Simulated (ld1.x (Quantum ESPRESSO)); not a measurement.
# oxygen: one change to a TM potential, before and after

ld1.x (Quantum ESPRESSO) 7.5 input, shortened:

```
&input
   title='O', zed=8., rel=1, dft='PZ', iswitch=3,
   config='[He] 2s2 2p4 3d-2'
 /
 &inputp
   pseudotype=2, tm=.true., lloc=0,
   nlcc=.true., new_core_ps=.true., rcore=0.30
 /
3
2P  2  1   4.00   0.00  1.10  1.10  0.0
3D  3  2  -2.00   0.25  1.15  1.15  0.0
2S  1  0   2.00   0.00  0.60  0.60  0.0
 &test
   configts(1)='2s2 2p4'
 /
```

All-electron outer shells of the reference configuration (LDA (PZ), scalar-relativistic, ld1.x):

```json
{"shell": "1s", "level (eV)": "-510.89", "outermost node (bohr)": "–", "outermost maximum (bohr)": "0.13"}
{"shell": "2s", "level (eV)": "-23.75", "outermost node (bohr)": "0.28", "outermost maximum (bohr)": "0.88"}
{"shell": "2p", "level (eV)": "-9.20", "outermost node (bohr)": "–", "outermost maximum (bohr)": "0.82"}
```

Change: all radii but the core radius scaled by about 1.09 (s 0.66, p 1.20, d 1.26 bohr).

Cutoffs: the cutoffs (Ry, on a coarse ladder) from which the occupation-weighted sum of valence levels, in a spherical-Bessel basis at the reference potential, stays within 10 and 1 mRy of its value at 400 Ry; they do not see the model core or the augmentation charge, which bear on the density cutoff. Errors are all-electron minus pseudo energies relative to the spin-unpolarised reference configuration.

Task: How do hardness, ghosts and transferability respond?

Result: Of the 9 tests that both files solve, the error grows in 3 and shrinks in 0 by more than 15 % and 0.3 meV (median size 25.0 → 26.6 meV); neither file shows a bound ghost. More of the atom is replaced by a form fitted at one configuration, so other configurations suffer.

```tsv
quantity	base	changed
cutoff, loose	200 Ry	140 Ry
cutoff, tight	over 300 Ry	200 Ry
loose cutoff by channel (10 mRy a level)	p 80 Ry, s 160 Ry	p 70 Ry, s 70 Ry
bound ghosts	none	none
error for 2s2 2p3, meV [ΔE 16.58 eV]	+2.4	+3.4
error for 2s2 2p2, meV [ΔE 50.29 eV]	+37	+50
error for 2s2 2p1, meV [ΔE 104.26 eV]	+191	+254
error for 2s2 2p4.3, meV [ΔE -2.17 eV]	+0.2	+0.2
error for 2s2 2p3.5, meV [ΔE 6.37 eV]	0.0	+0.1
error for 2s0 2p6, meV [ΔE 29.23 eV]	+57	+58
error for 2s1 2p5, meV [ΔE 14.58 eV]	+14	+14
error for 2s2 2p4 (spin-polarised), meV [ΔE -1.41 eV]	+25	+27
error for 2s2 2p3 (spin-polarised), meV [ΔE 12.57 eV]	+78	+82
```
